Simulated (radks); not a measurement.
Values are calculated unless marked as measured or tabulated.
Problem. Numerical settings for the indium ion In36+, [Ne] 3s2 3p1. Code: a radial shooting solver on a logarithmic mesh with Libxc functionals. Model: scalar-relativistic Kohn-Sham, PBE, spin-polarised, spherical densities, finite nucleus; open shells are filled with parallel spins first (spin-orbit coupling, left out, can overturn this in heavy ions); Fermi nuclear charge, rms radius 4.6156 fm. The defaults (mesh step 0.008 in ln r, mesh end at 40 bohr or more with all orbitals vanishing there, Anderson mixing 0.5 over 9 steps, residual threshold near 1e-9 with the energy settled to 1e-9 hartree or 1e-11 of itself, here a cap of 81 iterations) give E = -4791.6611 hartree and 3p at -2326.9 eV in 14 iterations. Run on one thread of a shared host, so times are rough (Intel(R) Xeon(R) Platinum 8488C): 0.12 s of CPU time, 0.12 s wall, 14 iterations on 2189 mesh points. One setting is changed at a time: mesh step in ln r 0.03; mesh step in ln r 0.05; mesh step in ln r 0.08; mesh end (bohr) 8; mesh end (bohr) 3; residual threshold 0.1; residual threshold 1e-13; mixing 2.5; linear mixing, mixing 0.5; linear mixing, mixing 1; mixing history 3; iteration cap 5. Which runs fail to converge, and which converge to a wrong energy?

Solution. Not converged within the cap: mesh step in ln r 0.08; residual threshold 1e-13; linear mixing, mixing 1; iteration cap 5. No run marked as converged misses the energy by more than 1 mhartree.
